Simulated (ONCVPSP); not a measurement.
**Cutoff test, hydrogen (H), ONCV**

```json
{
 "Element": "hydrogen (H)",
 "Generator": "ONCVPSP 4.0.1",
 "Type": "optimised norm-conserving Vanderbilt (ONCV)",
 "Functional": "PBE",
 "Relativity": "non-relativistic",
 "Frozen core": "none",
 "Valence charge": "1",
 "Reference configuration": "1s1",
 "Partial waves": "1s: rc 0.85 bohr, ncon 5, nbas 8, qcut 5.9 1/bohr, 1 projector",
 "Local potential": "polynomial inside 0.60 bohr (lpopt 4, dvloc0 0 Ha)",
 "Core correction": "none"
}
```

Task: For each optimised wave give the share of its norm inside rc, the residual kinetic energy above qcut (Ha) and the cutoffs (Ha) for errors of 10, 1, 0.1 and 0.01 mHa per electron.

Result:

| wave | norm inside rc | residual KE | 10 mHa | 1 mHa | 0.1 mHa | 0.01 mHa |
| --- | --- | --- | --- | --- | --- | --- |
| 1s | 0.222 | 2.7e-03 | 10.1 | 24.2 | 164.0 | 214.4 |

The occupied waves need 24 Ha and 164 Ha for 1 and 0.1 mHa.
